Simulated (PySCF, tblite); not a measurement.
Isomers of C4H10Ge. Computed with GFN2-xTB (tblite): harmonic, unscaled wavenumbers at the GFN2-xTB geometry, gas phase. Against measured fundamentals such values can be off by several per cent, at times by over 20. Modes of hydrogen on germanium can be 10 to 20 % off. One conformer each.

Electronic energies: PBE0-D3(BJ)/def2-SVP at its own geometries (PySCF, gas phase).

```
                SMILES  electronic energy, lowest = 0 (kcal/mol)
       C=[C]([GeH3])CC                                       1.1
      CC/C=[CH]/[GeH3]                                       0.0
       [GeH3][CH]1CCC1                                       2.0
C[C@@H]1C[C@@H]1[GeH3]                                       1.2
    C=[CH][GeH2][CH2]C                                       0.5
```

How do GFN2-xTB zero-point energies change the relative energies?

| SMILES | ZPE (kcal/mol) | of it from modes above 1550 cm⁻¹ | electronic (kcal/mol) | with ZPE, lowest = 0 (kcal/mol) | lowest mode (cm⁻¹) | rings |
| --- | --- | --- | --- | --- | --- | --- |
| CC/C=[CH]/[GeH3] | 74.6 | 41.3 | 0.0 | 0.0 | 59 | 0 |
| C=[CH][GeH2][CH2]C | 75.1 | 42.5 | 0.5 | 1.0 | 42 | 0 |
| C=[C]([GeH3])CC | 74.5 | 41.3 | 1.1 | 1.1 | 65 | 0 |
| C[C@@H]1C[C@@H]1[GeH3] | 75.4 | 39.0 | 1.2 | 2.0 | 104 | 1 |
| [GeH3][CH]1CCC1 | 76.1 | 38.5 | 2.0 | 3.5 | 87 | 1 |

The zero-point energies span 1.6 kcal/mol, from `C=[C]([GeH3])CC` to `[GeH3][CH]1CCC1`. The order is unchanged.

And how do the electronic energies of GFN2-xTB itself compare?

`CC/C=[CH]/[GeH3]` 8.4; `C=[CH][GeH2][CH2]C` 18.9; `C=[C]([GeH3])CC` 9.2; `C[C@@H]1C[C@@H]1[GeH3]` 3.1; `[GeH3][CH]1CCC1` 0.0 kcal/mol, lowest = 0. Against the energies above, taken from the same isomer `CC/C=[CH]/[GeH3]`, the largest difference is 10.4 kcal/mol. The two levels were optimised apart and needn't hold the same conformer.

What do entropy and thermal enthalpy add at 298.15 K and 1 bar (rigid rotor, harmonic oscillator, one conformer each)?

```
                SMILES  point group  symmetry number  S (cal/(mol K))  H − H(0) (kcal/mol)  ZPE + H − H(0) − TS (kcal/mol)
      CC/C=[CH]/[GeH3]           C1                1             89.3                 5.70                            53.7
    C=[CH][GeH2][CH2]C           C1                1             91.0                 5.87                            53.8
       C=[C]([GeH3])CC           C1                1             87.2                 5.54                            54.1
C[C@@H]1C[C@@H]1[GeH3]           C1                1             83.7                 5.13                            55.5
       [GeH3][CH]1CCC1           Cs                1             83.0                 4.90                            56.2
```
